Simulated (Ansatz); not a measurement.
W₂O₆⁺. The state is a doublet with charge 1. Geometry PBE-D4/def2-SVP; atoms count from 1.

```xyz
8

W     0.5068   -0.7862    1.1679
W    -0.6818    1.7257   -1.4132
O    -2.1837    1.0104   -1.7724
O    -0.6800   -1.2342    2.3932
O    -0.0660    0.7790    0.0229
O     1.9910   -0.4660    2.0595
O     0.8048   -2.2493    0.2433
O     0.3089    1.2206   -2.7014
```

In the def2 sets W takes a core potential; there is no spin–orbit coupling. No other spin state of charge 1 was run. Another isomer (doublet) lies 1.03 eV lower at PBE0-D4/def2-TZVP; other spin states weren't run for this one.

(1) Estimate the Mulliken populations from the PBE0/def2-TZVP orbitals of Ansatz.

(2) Where does the spin sit?

(3) And the Mayer bond orders between bonded heavy atoms (over 0.3)?

## Answers

(1) 
```tsv
atom	charge (e)	spin (α − β)	d electrons
W1	1.52	-0.33	3.54
W2	1.68	0.00	3.61
O3	-0.31	0.00	–
O4	-0.27	0.60	–
O5	-0.68	0.00	–
O6	-0.29	0.54	–
O7	-0.36	0.19	–
O8	-0.30	0.00	–
```
Mulliken values and Mayer orders depend strongly on the basis.

(2) Summed by element: W -0.33, O 1.33, of 1 unpaired in all. Largest on single atoms: O4 0.60, O6 0.54, W1 -0.33.

(3) W1–O4 1.69 (1.76 Å); W1–O5 0.58 (2.02 Å); W1–O6 1.75 (1.76 Å); W1–O7 1.99 (1.76 Å); W2–O3 2.19 (1.70 Å); W2–O5 1.27 (1.83 Å); W2–O8 2.19 (1.70 Å).
